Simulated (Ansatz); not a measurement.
Z-matrix (Å, degrees):
```
C
Si 1 1.872
H 1 1.093 2 111.1
H 1 1.093 2 110.7 3 119.9
H 1 1.094 2 111.6 3 -120.5
C 2 1.872 1 108.8 3 -176.0
N 2 1.720 1 105.3 3 58.9
N 2 1.720 1 116.2 3 -57.4
H 6 1.094 2 111.6 1 63.8
H 6 1.093 2 110.7 1 -55.8
H 6 1.093 2 111.1 1 -175.7
H 7 1.007 2 120.5 1 -178.1
H 7 1.006 2 120.8 1 33.9
H 8 1.007 2 120.6 1 61.6
H 8 1.006 2 120.9 1 -86.7
```

Total charge 0; spin multiplicity 1.

Question: List the ωB97M-V/def2-TZVPP orbital energies in eV (Ansatz 0.2.0). (An estimate is asked.)

Answer: Computed: Occupied: -1806.44, -393.51, -393.51, -280.39, -280.39, -147.41, -101.54, -101.52, -101.51, -26.29, -25.61, -22.06, -21.45, -16.64, -15.87, -15.78, -13.99, -13.77, -13.22, -13.14, -12.87, -11.94, -11.00, -9.58, -9.23. Lowest empty: 2.20, 3.15, 3.52, 3.63, 4.15, 4.16, 4.85, 5.03.
